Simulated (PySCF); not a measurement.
# Field gradients at the hydrogen positions

C₅H₇FO.
Structure used (GFN2-xTB), in Å, numbered top down from 1:
```xyz
14
C5H7FO angstrom
C      2.3876   -0.2141   -0.1171
C      0.9410   -0.3101    0.3005
O      0.5935   -0.9112    1.2939
C      0.0253    0.3886   -0.6106
C     -1.3009    0.4570   -0.4645
C     -2.1661   -0.1172    0.5878
F     -1.9945    1.1468   -1.3974
H      2.6918    0.8300   -0.1554
H      3.0158   -0.7506    0.5884
H      2.5095   -0.6394   -1.1113
H      0.4722    0.8833   -1.4607
H     -2.7317    0.6811    1.0686
H     -1.5608   -0.6419    1.3194
H     -2.8835   -0.8027    0.1363
```

Level: B3LYP/pcJ-1 (PySCF, non-relativistic); Q(2H) = 0.00286 b; rigid geometry, the same for H and D, with no vibrational averaging.

Task: Rank these positions by the coupling χzz of a deuteron there, largest first.
A. H12 (methyl hydrogen)
B. H11 (vinylic hydrogen)
C. H13 (methyl hydrogen)

Result: B (211 kHz), A (200 kHz), C (192 kHz).

Task: Tabulate Vzz, the asymmetry η and χzz = 234.96 MHz × Q × Vzz for every hydrogen position.

Result: 
```json
{"atom": "H8", "bonded to": "C1", "bond length (Å)": "1.088", "Vzz (au)": "0.3022", "η": "0.04", "χzz (kHz)": "203"}
{"atom": "H9", "bonded to": "C1", "bond length (Å)": "1.086", "Vzz (au)": "0.3018", "η": "0.02", "χzz (kHz)": "203"}
{"atom": "H10", "bonded to": "C1", "bond length (Å)": "1.088", "Vzz (au)": "0.3023", "η": "0.04", "χzz (kHz)": "203"}
{"atom": "H11", "bonded to": "C4", "bond length (Å)": "1.080", "Vzz (au)": "0.3140", "η": "0.12", "χzz (kHz)": "211"}
{"atom": "H12", "bonded to": "C6", "bond length (Å)": "1.090", "Vzz (au)": "0.2982", "η": "0.05", "χzz (kHz)": "200"}
{"atom": "H13", "bonded to": "C6", "bond length (Å)": "1.085", "Vzz (au)": "0.2857", "η": "0.03", "χzz (kHz)": "192"}
{"atom": "H14", "bonded to": "C6", "bond length (Å)": "1.090", "Vzz (au)": "0.2982", "η": "0.05", "χzz (kHz)": "200"}
```

Task: How does χzz go with the bond length over the 7 C–H bonds?

Result: A straight-line fit has a slope of -6.4 kHz for each 0.01 Å, with a correlation coefficient of -0.40, over lengths from 1.080 to 1.090 Å.

Task: A static deuteron (I = 1) shows a doublet split by (3/2)χ, (3/4)χ(1 + η) and (3/4)χ(1 − η) with the field along z, y and x of the gradient. What are these for H11?

Result: With |χ| = 211.0 kHz and η = 0.115: 316, 176 and 140 kHz, to first order and without motion.

Isolated species at its GFN2-xTB geometry (one conformer only). GFN2-xTB bond lengths can be off by several hundredths of an ångström, more for odd bonds, and the gradients follow them. With so small a basis the couplings can be 20 % off.
